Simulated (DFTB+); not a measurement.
DFTB+ input (SCC-DFTB): The folder sk holds the Slater-Koster set scc that CP2K ships.

```
Geometry = xyzFormat {
4

S     -1.25753200    -0.39590900    -0.07971600
S      0.73035800    -0.20710800     0.18359400
O      1.23376500     1.09580100    -0.14400800
H     -1.43534500     0.88186900    -0.50998200
}
Hamiltonian = DFTB {
  SCC = Yes
  SCCTolerance = 1e-8
  MaxSCCIterations = 300
  Charge = 1
  SlaterKosterFiles = Type2FileNames {
    Prefix = "sk/"
    Separator = ""
    Suffix = ".spl"
    LowerCaseTypeName = Yes
  }
  MaxAngularMomentum {
    H = "s"
    O = "p"
    S = "d"
  }
  Filling = Fermi { Temperature [K] = 0 }
}
ParserOptions { ParserVersion = 14 }
```

Output:

```
|===============================================================================
|
|
|  Copyright (C) 2006 - 2025  DFTB+ developers group
|
|===============================================================================
|
|  When publishing results obtained with DFTB+, please cite the following
|  reference:
|
|    Recent Developments in DFTB+, a Software Package for Efficient Atomistic
|    Quantum Mechanical Simulations, J. Phys. Chem. A 129, 5373−5390 (2025).
|    [https://doi.org/10.1021/acs.jpca.5c01146]
|
|  You should also cite additional publications crediting the parametrization
|  data you use. Please consult the documentation of the SK-files for the
|  references.
|
|===============================================================================

Reading input file 'dftb_in.hsd'
Parser version: 14

--------------------------------------------------------------------------------
Reading SK-files:
./sk/ss.spl
./sk/so.spl
./sk/sh.spl
./sk/oo.spl
./sk/oh.spl
./sk/hh.spl
Done.

Processed input in HSD format written to 'dftb_pin.hsd'

Starting initialization...
--------------------------------------------------------------------------------
WARNING!
-> Dipole printed for a charged system : origin dependent quantity
Mode:                        Static calculation
Self consistent charges:     Yes
SCC-tolerance:                 0.100000E-07
Max. scc iterations:                    300
Shell resolved Hubbard:      No
Spin polarisation:           No
Nr. of up electrons:             9.000000
Nr. of down electrons:           9.000000
Periodic boundaries:         No
Electronic solver:           Relatively robust
Mixer:                       Broyden mixer
Mixing parameter:                  0.200000
Nr. of chrg. vec. in memory:            300
Max. SCC-cycles:                        300
Electronic temperature:              0.100000E-07 H      0.272114E-06 eV
Initial charges:             Set automatically (system chrg:   0.100E+01)
Included shells:             S:  s, p, d
                             O:  s, p
                             H:  s
Extra options:
                             Mulliken analysis

--------------------------------------------------------------------------------

***  Geometry step: 0

 iSCC Total electronic   Diff electronic      SCC error
    1   -0.83622237E+01    0.00000000E+00    0.83401196E+00
    2   -0.84397484E+01   -0.83622237E+01    0.34766061E+00
    3   -0.84500388E+01   -0.77524752E-01    0.14506112E+00
    4   -0.84514293E+01   -0.10290370E-01    0.60360879E-01
    5   -0.84515695E+01   -0.13904730E-02    0.10693783E-01
    6   -0.84515759E+01   -0.14019419E-03    0.79812161E-03
    7   -0.84515759E+01   -0.63917472E-05    0.45133889E-04
    8   -0.84515759E+01   -0.40605485E-07    0.30859611E-06
>> Charges saved for restart in charges.bin
    9   -0.84515759E+01   -0.22382807E-09    0.95509378E-10

Total Energy:                       -8.2051562986 H         -223.2737 eV
Extrapolated to 0K:                 -8.2051562986 H         -223.2737 eV
Total Mermin free energy:           -8.2051562986 H         -223.2737 eV
Force related energy:               -8.2051562986 H         -223.2737 eV

 Fermi distribution function

Calculation with static geometry

********************************************************************************
 iSCC Total electronic   Diff electronic      SCC error
    9   -0.84515759E+01   -0.22382807E-09    0.95509378E-10
********************************************************************************

 Total charge:     1.00000000

 Atomic gross charges (e)
 Atom           Charge
    1       0.23797249
    2       0.51180498
    3       0.02188608
    4       0.22833645

Nr. of electrons (up):     18.00000000
Atom populations (up)
 Atom       Population
    1       5.76202751
    2       5.48819502
    3       5.97811392
    4       0.77166355

l-shell populations (up)
 Atom Sh.   l       Population
    1   1   0       1.79771943
    1   2   1       3.92589706
    1   3   2       0.03841102
    2   1   0       1.69623831
    2   2   1       2.99933313
    2   3   2       0.79262359
    3   1   0       1.74895274
    3   2   1       4.22916118
    4   1   0       0.77166355

Orbital populations (up)
 Atom Sh.   l   m       Population  Label
    1   1   0   0       1.79771943  s
    1   2   1  -1       1.33438148  p_y
    1   2   1   0       1.41854928  p_z
    1   2   1   1       1.17296630  p_x
    1   3   2  -2       0.01257744  d_xy
    1   3   2  -1      -0.00263128  d_yz
    1   3   2   0       0.00712637  d_z2
    1   3   2   1       0.01780821  d_xz
    1   3   2   2       0.00353028  d_x2-y2
    2   1   0   0       1.69623831  s
    2   2   1  -1       1.06380107  p_y
    2   2   1   0       0.93955388  p_z
    2   2   1   1       0.99597818  p_x
    2   3   2  -2       0.23435066  d_xy
    2   3   2  -1       0.16200638  d_yz
    2   3   2   0       0.05342966  d_z2
    2   3   2   1       0.13311984  d_xz
    2   3   2   2       0.20971705  d_x2-y2
    3   1   0   0       1.74895274  s
    3   2   1  -1       1.36341634  p_y
    3   2   1   0       1.34004923  p_z
    3   2   1   1       1.52569561  p_x
    4   1   0   0       0.77166355  s

Fermi level:                        -0.5203932969 H          -14.1606 eV
Band energy:                       -13.7071550925 H         -372.9907 eV
TS:                                  0.0000000000 H            0.0000 eV
Band free energy (E-TS):           -13.7071550925 H         -372.9907 eV
Extrapolated E(0K):                -13.7071550925 H         -372.9907 eV
Input / Output electrons (q):     18.0000000000     18.0000000000

Energy H0:                          -8.6000988312 H         -234.0206 eV
Energy SCC:                          0.1485229302 H            4.0415 eV
Total Electronic energy:            -8.4515759010 H         -229.9791 eV
Repulsive energy:                    0.2464196024 H            6.7054 eV
Total energy:                       -8.2051562986 H         -223.2737 eV
Extrapolated to 0:                  -8.2051562986 H         -223.2737 eV
Total Mermin free energy:           -8.2051562986 H         -223.2737 eV
Force related energy:               -8.2051562986 H         -223.2737 eV

Non-constrained calculation

SCC converged

Warning: dipole moment is not defined absolutely!
Dipole moment:   -0.42744933    0.04749123   -0.08429150 au
Dipole moment:   -1.08646792    0.12071067   -0.21424764 Debye
```

The dipole moment of an ion depends on the origin.

The geometry given is a B3LYP-D3(BJ)/def2-TZVP minimum.
